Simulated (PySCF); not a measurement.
PySCF input for CH₃Si, SMILES C=[SiH], multiplicity 2, TDA-LC-ωPBE/def2-TZVPD. Geometry optimised at B3LYP-D3(BJ)/def2-TZVP. The isomer is the one that the SMILES or the coordinates give; other isomers of the formula were not compared.

```python
import numpy as np
from pyscf import gto, scf, dft, tdscf

mol = gto.M(
    atom='''
    C     0.05630574   -1.09703906   -0.00000000
    Si   -0.12013854    0.60081912    0.00000000
    H    -0.77448446   -1.78902193    0.00000000
    H     1.04675596   -1.54277831    0.00000000
    H     1.07183363    1.50256689   -0.00000000
    ''',
    basis='def2-TZVPD',
    charge=0,
    spin=1,
    max_memory=1600,
    verbose=4,
)
mf = dft.UKS(mol, xc='lc_wpbe').density_fit(auxbasis='def2-universal-jkfit')
mf.grids.level = 3
mf.conv_tol = 1e-9
mf.max_cycle = 100
mf.kernel()
fine, coarse = mf.grids, dft.Grids(mol).set(level=1).build(with_non0tab=True)
for _ in range(3):  # follow internal instabilities
    mf.grids = coarse
    mo, _, stable, _ = mf.stability(return_status=True, nroots=4)
    mf.grids = fine
    if stable:
        break
    mf.kernel(mf.make_rdm1(mo, mf.mo_occ))
mf.grids = dft.Grids(mol).set(level=1).build(with_non0tab=True)  # coarser grid for the response kernel
td = tdscf.TDA(mf)
td.nstates = 10
td.conv_tol = 1e-4
td.kernel(x0=td.get_init_guess(mf, 15))
td.analyze()
```

Log of the run:

```
PySCF version 2.14.0

[INPUT] verbose = 4
[INPUT] num. atoms = 5
[INPUT] num. electrons = 23
[INPUT] charge = 0
[INPUT] spin (= nelec alpha-beta = 2S) = 1
[INPUT] symmetry False subgroup None
[INPUT] Mole.unit = angstrom
[INPUT] Symbol           X                Y                Z      unit          X                Y                Z       unit  Magmom
[INPUT]  1 C      0.056305740000  -1.097039060000   0.000000000000 AA    0.106402427841  -2.073103371350   0.000000000000 Bohr   0.0
[INPUT]  2 Si    -0.120138540000   0.600819120000   0.000000000000 AA   -0.227028937605   1.135383587202   0.000000000000 Bohr   0.0
[INPUT]  3 H     -0.774484460000  -1.789021930000   0.000000000000 AA   -1.463563517132  -3.380761478541   0.000000000000 Bohr   0.0
[INPUT]  4 H      1.046755960000  -1.542778310000   0.000000000000 AA    1.978082083656  -2.915428476819   0.000000000000 Bohr   0.0
[INPUT]  5 H      1.071833630000   1.502566890000   0.000000000000 AA    2.025472011798   2.839439905939   0.000000000000 Bohr   0.0

nuclear repulsion = 44.6218274248776
number of shells = 43
number of NR pGTOs = 154
number of NR cGTOs = 107
basis = def2-TZVPD
ecp = {}


******** <class 'pyscf.df.df_jk.DFUKS'> ********
method = DFUKS
initial guess = minao
damping factor = 0
level_shift factor = 0
DIIS = <class 'pyscf.scf.diis.CDIIS'>
diis_start_cycle = 1
diis_space = 8
diis_damp = 0
SCF conv_tol = 1e-09
SCF conv_tol_grad = None
SCF max_cycles = 100
direct_scf = False
number electrons alpha = 12  beta = 11
XC library pyscf.dft.libxc version 7.1.2
    S. Lehtola, C. Steigemann, M. J. T. Oliveira, and M. A. L. Marques,  SoftwareX 7, 1–5 (2018)
XC functionals = lc_wpbe
    O. A. Vydrov and G. E. Scuseria,  J. Chem. Phys. 125, 234109 (2006)
radial grids:
    Treutler-Ahlrichs [JCP 102, 346 (1995); DOI:10.1063/1.469408] (M4) radial grids

becke partition: Becke, JCP 88, 2547 (1988); DOI:10.1063/1.454033
pruning grids: <function nwchem_prune>
grids dens level: 3
symmetrized grids: False
atomic radii adjust function: <function treutler_atomic_radii_adjust>
small_rho_cutoff = 0
Set gradient conv threshold to 3.16228e-05
tot grids = 62728
Create RSH-DF object <pyscf.df.df.DF object> for omega=0.4
******** <class 'pyscf.df.df.DF'> ********
auxbasis = auxmol.basis = def2-universal-jkfit
init E= -329.120650190593
  alpha nocc = 12  HOMO = -0.185449013739809  LUMO = -0.0401798632631838
  beta  nocc = 11  HOMO = -0.264751855590724  LUMO = -0.185449013739809

WARN: HOMO -0.185449013739809 >= LUMO -0.185449013739809

cycle= 1 E= -329.145415741011  delta_E= -0.0248  |g|= 0.236  |ddm|= 1.14
  alpha nocc = 12  HOMO = -0.303816574920962  LUMO = 0.0353443749932723
  beta  nocc = 11  HOMO = -0.295531596251102  LUMO = -0.0647073401922889
  HOMO = -0.295531596251  LUMO = -0.0647073401923  gap/eV = 6.28105
cycle= 2 E= -329.156854920909  delta_E= -0.0114  |g|= 0.223  |ddm|= 0.352
  alpha nocc = 12  HOMO = -0.344907056867872  LUMO = 0.031070990961652
  beta  nocc = 11  HOMO = -0.340030821714244  LUMO = -0.0473092814983929
  HOMO = -0.340030821714  LUMO = -0.0473092814984  gap/eV = 7.96536
cycle= 3 E= -329.183310081113  delta_E= -0.0265  |g|= 0.027  |ddm|= 0.166
  alpha nocc = 12  HOMO = -0.339581550704932  LUMO = 0.03917442531219
  beta  nocc = 11  HOMO = -0.336010531792166  LUMO = -0.0348463171492313
  HOMO = -0.336010531792  LUMO = -0.0348463171492  gap/eV = 8.19510
cycle= 4 E= -329.184620357489  delta_E= -0.00131  |g|= 0.00974  |ddm|= 0.0656
  alpha nocc = 12  HOMO = -0.339463240251662  LUMO = 0.0391209716061525
  beta  nocc = 11  HOMO = -0.33735598244219  LUMO = -0.0332138802625508
  HOMO = -0.337355982442  LUMO = -0.0332138802626  gap/eV = 8.27613
cycle= 5 E= -329.184867109083  delta_E= -0.000247  |g|= 0.00521  |ddm|= 0.0242
  alpha nocc = 12  HOMO = -0.338651174549295  LUMO = 0.0392925042988352
  beta  nocc = 11  HOMO = -0.337761046594824  LUMO = -0.0327227662737748
  HOMO = -0.337761046595  LUMO = -0.0327227662738  gap/eV = 8.30051
cycle= 6 E= -329.184981626384  delta_E= -0.000115  |g|= 0.00407  |ddm|= 0.0132
  alpha nocc = 12  HOMO = -0.338210617712569  LUMO = 0.0395986029158486
  beta  nocc = 11  HOMO = -0.338973489426685  LUMO = -0.0322781581838854
  HOMO = -0.338210617713  LUMO = -0.0322781581839  gap/eV = 8.32485
cycle= 7 E= -329.185099580254  delta_E= -0.000118  |g|= 0.00335  |ddm|= 0.0135
  alpha nocc = 12  HOMO = -0.336959402493211  LUMO = 0.0404819073346481
  beta  nocc = 11  HOMO = -0.341149457877776  LUMO = -0.0313884400788709
  HOMO = -0.336959402493  LUMO = -0.0313884400789  gap/eV = 8.31501
cycle= 8 E= -329.185279054249  delta_E= -0.000179  |g|= 0.00225  |ddm|= 0.0265
  alpha nocc = 12  HOMO = -0.335808874340835  LUMO = 0.0414395065884037
  beta  nocc = 11  HOMO = -0.344367397583852  LUMO = -0.0307803696310422
  HOMO = -0.335808874341  LUMO = -0.030780369631  gap/eV = 8.30025
cycle= 9 E= -329.185390627543  delta_E= -0.000112  |g|= 0.000861  |ddm|= 0.0319
  alpha nocc = 12  HOMO = -0.33505776572952  LUMO = 0.0417454552184928
  beta  nocc = 11  HOMO = -0.34510858609416  LUMO = -0.0303132434609275
  HOMO = -0.33505776573  LUMO = -0.0303132434609  gap/eV = 8.29252
cycle= 10 E= -329.185399848892  delta_E= -9.22e-06  |g|= 0.000242  |ddm|= 0.00989
  alpha nocc = 12  HOMO = -0.33498657434998  LUMO = 0.0416966620106791
  beta  nocc = 11  HOMO = -0.345214424812077  LUMO = -0.0303346242324558
  HOMO = -0.33498657435  LUMO = -0.0303346242325  gap/eV = 8.29000
cycle= 11 E= -329.18540007637  delta_E= -2.27e-07  |g|= 8.71e-05  |ddm|= 0.00145
  alpha nocc = 12  HOMO = -0.335018852635827  LUMO = 0.0417317412603637
  beta  nocc = 11  HOMO = -0.345319517431754  LUMO = -0.0303180800418907
  HOMO = -0.335018852636  LUMO = -0.0303180800419  gap/eV = 8.29133
cycle= 12 E= -329.185400098066  delta_E= -2.17e-08  |g|= 2.09e-05  |ddm|= 0.000553
  alpha nocc = 12  HOMO = -0.335005772493453  LUMO = 0.0417322902545791
  beta  nocc = 11  HOMO = -0.345307822977642  LUMO = -0.030311385590668
  HOMO = -0.335005772493  LUMO = -0.0303113855907  gap/eV = 8.29116
cycle= 13 E= -329.185400098864  delta_E= -7.98e-10  |g|= 8.77e-06  |ddm|= 5.73e-05
  alpha nocc = 12  HOMO = -0.335006734305239  LUMO = 0.0417319816825064
  beta  nocc = 11  HOMO = -0.345309534010045  LUMO = -0.030311375140684
  HOMO = -0.335006734305  LUMO = -0.0303113751407  gap/eV = 8.29118
Extra cycle  E= -329.185400098998  delta_E= -1.34e-10  |g|= 4.86e-06  |ddm|= 1.88e-05
converged SCF energy = -329.185400098998  <S^2> = 0.80906652  2S+1 = 2.0582192
tot grids = 19008
uhf_internal: lowest eigs of H = [0.07537227 0.14691086 0.27526975 0.35306063]
<class 'pyscf.df.df_jk.DFUKS'> wavefunction is stable in the internal stability analysis
tot grids = 19008


******** <class 'pyscf.tdscf.uks.TDA'> for <class 'pyscf.df.df_jk.DFUKS'> ********
nstates = 10
deg_eia_thresh = 1.000e-03
wfnsym = None
conv_tol = 0.0001
eigh lindep = 1e-12
eigh level_shift = 0
eigh max_cycle = 100


Excitation energies (eV)
[2.25522232 2.73380002 4.04432853 5.20186379 5.76119038 5.76120082
 6.15517484 6.49558484 6.64130344 6.75440625]

** Excitation energies and oscillator strengths **
Excited State   1:      2.25522 eV    549.76 nm  f=0.0020
      11b ->   12b      0.97297
      11b ->   20b      0.10698
Excited State   2:      2.73380 eV    453.52 nm  f=0.0091
      12a ->   13a     -0.78004
      12a ->   22a      0.11544
      11b ->   13b      0.57064
      11b ->   21b     -0.10930
Excited State   3:      4.04433 eV    306.56 nm  f=0.0134
      11a ->   13a      0.97795
Excited State   4:      5.20186 eV    238.35 nm  f=0.0471
      12a ->   13a      0.29870
       9b ->   12b     -0.10300
      10b ->   12b     -0.77684
      11b ->   13b      0.48537
Excited State   5:      5.76119 eV    215.21 nm  f=0.0220
      12a ->   14a      0.47403
      12a ->   15a      0.61468
      12a ->   16a     -0.12921
      12a ->   17a     -0.26824
      12a ->   21a      0.10014
      12a ->   23a     -0.13103
      12a ->   25a     -0.17844
      11b ->   14b     -0.22442
      11b ->   15b     -0.30620
      11b ->   16b      0.13514
      11b ->   18b      0.13102
      11b ->   25b      0.10329
Excited State   6:      5.76120 eV    215.21 nm  f=0.1544
      11a ->   14a      0.14129
      11a ->   15a      0.17051
      11a ->   16a      0.17048
      11a ->   17a     -0.10305
      11a ->   25a     -0.10443
      12a ->   13a     -0.42643
       8b ->   12b     -0.12785
       9b ->   12b      0.11183
      10b ->   12b     -0.56194
      11b ->   13b     -0.55329
Excited State   7:      6.15517 eV    201.43 nm  f=0.0105
      12a ->   14a      0.50677
      12a ->   15a      0.11317
      12a ->   16a      0.67916
      12a ->   17a      0.13406
      12a ->   20a      0.10841
      12a ->   21a     -0.23157
      12a ->   27a      0.16451
      11b ->   14b      0.12439
      11b ->   15b      0.22322
      11b ->   16b     -0.15831
      11b ->   18b     -0.11466
      11b ->   22b      0.10256
Excited State   8:      6.49558 eV    190.87 nm  f=0.1074
      12a ->   15a      0.29629
      12a ->   16a     -0.29599
      12a ->   17a     -0.16145
      12a ->   21a      0.14323
      11b ->   14b      0.61220
      11b ->   15b      0.56213
      11b ->   25b     -0.11174
Excited State   9:      6.64130 eV    186.69 nm  f=0.1275
      11a ->   14a      0.25397
      11a ->   15a      0.76711
      11a ->   17a     -0.40475
      11a ->   23a     -0.13384
      11a ->   25a     -0.19216
      12a ->   13a      0.15686
      11b ->   13b      0.17542
Excited State  10:      6.75441 eV    183.56 nm  f=0.0012
      10a ->   13a     -0.79394
      12a ->   14a     -0.11099
      12a ->   16a      0.15967
      10b ->   13b      0.50758

** Transition electric dipole moments (AU) **
state          X           Y           Z        Dip. S.      Osc.
  1        -0.0000     -0.0000     -0.1898      0.0360      0.0020
  2         0.0474     -0.3650     -0.0000      0.1355      0.0091
  3         0.0000     -0.0000     -0.3671      0.1348      0.0134
  4        -0.2027      0.5730     -0.0000      0.3694      0.0471
  5         0.0000     -0.0000      0.3952      0.1562      0.0220
  6         0.0785     -1.0429     -0.0000      1.0938      0.1544
  7         0.0000      0.0000      0.2642      0.0698      0.0105
  8        -0.0000      0.0000      0.8214      0.6747      0.1074
  9         0.0709      0.8825     -0.0000      0.7838      0.1275
 10        -0.0000     -0.0000     -0.0853      0.0073      0.0012

** Transition velocity dipole moments (imaginary part, AU) **
state          X           Y           Z        Dip. S.      Osc.
  1        -0.0000      0.0000     -0.0114      0.0001      0.0011
  2        -0.0086      0.0023     -0.0000      0.0001      0.0005
  3         0.0000     -0.0000      0.0042      0.0000      0.0001
  4        -0.0233      0.0089     -0.0000      0.0006      0.0022
  5        -0.0000     -0.0000      0.0525      0.0028      0.0087
  6        -0.0030     -0.0627     -0.0000      0.0039      0.0124
  7         0.0000      0.0000      0.0770      0.0059      0.0175
  8        -0.0000      0.0000      0.1614      0.0260      0.0727
  9        -0.0040      0.1374     -0.0000      0.0189      0.0516
 10        -0.0000     -0.0000     -0.0114      0.0001      0.0003

** Transition magnetic dipole moments (imaginary part, AU) **
state          X           Y           Z
  1        -0.2029     -0.3938      0.0000
  2         0.0000      0.0000     -0.0024
  3         0.4281      0.7368      0.0000
  4         0.0000      0.0000     -0.6691
  5        -0.1128     -0.0944     -0.0000
  6         0.0000      0.0000     -0.2440
  7        -0.1530      0.2148      0.0000
  8         0.3255     -0.2779      0.0000
  9        -0.0000      0.0000      0.9094
 10         0.3248     -0.0648     -0.0000
```

Self-consistency was reached.
